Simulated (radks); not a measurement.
Values are calculated unless marked as measured or tabulated.
Problem. Hf24+, 48 electrons, occupied as [Kr] 4d10 4f2. Level of theory: non-relativistic Kohn-Sham, LB94 model potential, spin-polarised, spherical densities, point nucleus; open shells are filled with parallel spins first (spin-orbit coupling, left out, can overturn this in heavy ions); relativity is left out, which matters for an element this heavy (a radial shooting solver on a logarithmic mesh with Libxc functionals). Some entries of the table are withheld. Estimate them.

orbital  occ.  eigenvalue (eV)  <r^2> (bohr^2)
1s down     1        -61143.74       0.0005907
1s up       1        -61143.74       0.0005907
2s down     1        -10641.46        0.009273
2s up       1        -10641.38        0.009273
2p down     3        -10224.15        0.006859
2p up       3        -10224.09        0.006859
3s up       1        -3011.785         0.05795
3s down     1        -3011.549         0.05790
3p up       3        -2819.132         0.05367
3p down     3        -2818.961         0.05362
3d up       5        -2458.658         0.04192
3d down     5        -2458.632         0.04188
4s up       1              (1)          0.2594
4s down     1              (2)          0.2598
4p up       3        -1061.158             (3)
4p down     3        -1058.397             (4)
4d up       5        -913.7043          0.2664
4d down     5        -910.9878          0.2669
4f up       2        -725.9865          0.2510
4f down     0        -723.5027          0.2515

Solution. 
(1) 4s up eigenvalue (eV): -1142.541
(2) 4s down eigenvalue (eV): -1139.760
(3) 4p up <r^2> (bohr^2): 0.2632
(4) 4p down <r^2> (bohr^2): 0.2637
